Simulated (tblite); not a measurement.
C7H13NSi.
SMILES with atom numbers: `[CH:1]#[C:2][CH2:3][C@H:4]([CH2:5][CH:6]=[CH2:7])[NH:8][SiH3:9]` (hydrogens: H10 on C1; H11, H12 on C3; H13 on C4; H14, H15 on C5; H16 on C6; H17, H18 on C7; H19 on N8; H20, H21, H22 on Si9)

Computed with GFN2-xTB (tblite), gas phase: L-BFGS steps from a force-field or distance-geometry start until the largest atomic force falls under 0.01 eV/Å.

Step 19: E = -712.6422 eV
```
atom  x, y, z in Å  |  force x, y, z in eV/Å
C1      2.9205   -0.6683   -1.4002    0.015   0.023   0.001
C2      2.5567   -0.1081   -0.4059   -0.020  -0.013  -0.025
C3      2.0248    0.5242    0.7874    0.117  -0.047  -0.034
C4      0.4810    0.4879    0.7828    0.111   0.074  -0.038
C5      0.0373   -0.9954    0.7242    0.105   0.090   0.013
C6     -1.4272   -1.1896    0.5330    0.055  -0.026   0.024
C7     -1.9710   -1.7813   -0.5155   -0.012   0.009   0.107
N8      0.0088    1.3110   -0.3035   -0.094  -0.069  -0.060
Si9    -1.6176    1.8116   -0.5599   -0.059   0.086   0.000
H10     3.2645   -1.1584   -2.2636    0.011   0.061   0.049
H11     2.3878    1.5562    0.8327   -0.128  -0.025   0.002
H12     2.4049   -0.0133    1.6593   -0.007   0.009   0.063
H13     0.1212    0.9447    1.7131   -0.081  -0.069  -0.036
H14     0.3385   -1.4561    1.6696    0.016  -0.046  -0.014
H15     0.5916   -1.4722   -0.0868   -0.090  -0.069  -0.018
H16    -2.0596   -0.8280    1.3330    0.025   0.027   0.006
H17    -1.3822   -2.1773   -1.3279   -0.017   0.049   0.039
H18    -3.0375   -1.9013   -0.5807   -0.049  -0.057  -0.108
H19     0.5625    1.1553   -1.1356   -0.021  -0.027   0.010
H20    -2.3648    1.0266   -1.5521    0.010  -0.006   0.042
H21    -2.2945    1.7547    0.7372    0.042   0.034  -0.041
H22    -1.5561    3.1964   -1.0422    0.070  -0.010   0.014
```

Step 20: E = -712.6469 eV
```
atom  x, y, z in Å  |  force x, y, z in eV/Å
C1      2.9234   -0.6635   -1.4022    0.029   0.017  -0.002
C2      2.5644   -0.1037   -0.4061   -0.063   0.000   0.012
C3      2.0264    0.5260    0.7854    0.023  -0.031   0.004
C4      0.4815    0.4835    0.7825    0.058   0.044  -0.046
C5      0.0405   -1.0017    0.7227    0.085   0.077   0.022
C6     -1.4250   -1.1970    0.5347    0.073   0.045   0.051
C7     -1.9725   -1.7827   -0.5144   -0.029  -0.016   0.087
N8      0.0068    1.3069   -0.3025   -0.103  -0.077  -0.066
Si9    -1.6171    1.8207   -0.5586   -0.030  -0.003  -0.037
H10     3.2710   -1.1532   -2.2636    0.017   0.052   0.028
H11     2.3722    1.5637    0.8283   -0.071  -0.043   0.018
H12     2.4010   -0.0092    1.6611    0.036   0.033   0.046
H13     0.1161    0.9356    1.7147   -0.037  -0.077  -0.075
H14     0.3397   -1.4597    1.6706    0.029  -0.049  -0.035
H15     0.5924   -1.4830   -0.0884   -0.089  -0.035   0.012
H16    -2.0557   -0.8299    1.3350    0.044  -0.001  -0.010
H17    -1.3868   -2.1769   -1.3311   -0.040   0.051   0.064
H18    -3.0400   -1.9015   -0.5715   -0.034  -0.058  -0.132
H19     0.5588    1.1424   -1.1345   -0.043  -0.007   0.003
H20    -2.3691    1.0341   -1.5509    0.034   0.026   0.077
H21    -2.2994    1.7679    0.7355    0.049   0.039  -0.034
H22    -1.5389    3.2005   -1.0483    0.060   0.012   0.014
```

Task: Estimate the geometry and energy of step 21. (The exact step hangs on the optimiser's Hessian estimate; all steps are aligned on step 20, rigid shifts and turns removed.)

Result: E = -712.6510 eV, largest force 0.134 eV/Å
```
atom  x, y, z in Å  |  force x, y, z in eV/Å
C1      2.9265   -0.6587   -1.4034    0.036   0.014   0.000
C2      2.5700   -0.0998   -0.4064   -0.082   0.009   0.042
C3      2.0282    0.5272    0.7837   -0.073  -0.005   0.043
C4      0.4829    0.4803    0.7814   -0.017  -0.014  -0.040
C5      0.0448   -1.0059    0.7220    0.032   0.022   0.016
C6     -1.4216   -1.2029    0.5367    0.054   0.094   0.057
C7     -1.9745   -1.7843   -0.5118   -0.033  -0.030   0.056
N8      0.0029    1.3014   -0.3027   -0.076  -0.079  -0.057
Si9    -1.6175    1.8291   -0.5581    0.010  -0.066  -0.056
H10     3.2772   -1.1475   -2.2628    0.028   0.036  -0.007
H11     2.3575    1.5692    0.8248   -0.004  -0.033   0.028
H12     2.3990   -0.0046    1.6633    0.064   0.048   0.025
H13     0.1110    0.9263    1.7147    0.002  -0.063  -0.090
H14     0.3413   -1.4639    1.6711    0.046  -0.039  -0.047
H15     0.5919   -1.4928   -0.0893   -0.067  -0.005   0.023
H16    -2.0513   -0.8322    1.3365    0.053  -0.013  -0.003
H17    -1.3925   -2.1759   -1.3330   -0.046   0.047   0.079
H18    -3.0432   -1.9028   -0.5659   -0.002  -0.049  -0.125
H19     0.5544    1.1306   -1.1335   -0.055   0.010  -0.025
H20    -2.3724    1.0415   -1.5486    0.036   0.037   0.082
H21    -2.3027    1.7808    0.7331    0.045   0.043  -0.012
H22    -1.5223    3.2042   -1.0536    0.050   0.034   0.010
```

The energy changes by -0.0041 eV. The first-order estimate −F·Δx gives -0.0056 eV and the mean of the old and new forces, exact on a quadratic surface, -0.0041 eV. The step makes an angle of 71° with the force vector and moves no atom by more than 0.018 Å.

What follows is the cost of the whole relaxation. The run took 2.7 s wall on an Arm Neoverse N1 with one thread, shared host with 64 logical CPUs at a one-minute load of 62.
